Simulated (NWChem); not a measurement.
[NH]=[Mo]([OH])(=[S])[Cl] (MoNH2SOCl), optimised at PBE0/def2-SVP with NWChem:

| Quantity | Value |
|---|---|
| highest occupied level (eV) | -7.61 |
| orbital gap (eV) | 4.85 |
| dipole (D) | 3.50 |

All stand in one matching conformer (torsions within 35°), which need not be the lowest. One or both are not confirmed as a minimum by frequencies. def2 effective core potentials on Mo, W; no spin-orbit coupling.

Q: One Mo atom is replaced by W, giving [NH]=[W]([OH])(=[S])[Cl] (WNH$_{2}$SOCl), optimised at the same level. How do these values move?

A: 
| quantity | new value | change |
|---|---|---|
| highest occupied level (eV) | -7.50 | +0.11 |
| orbital gap (eV) | 5.24 | +0.39 |
| dipole (D) | 3.59 | +0.09 |
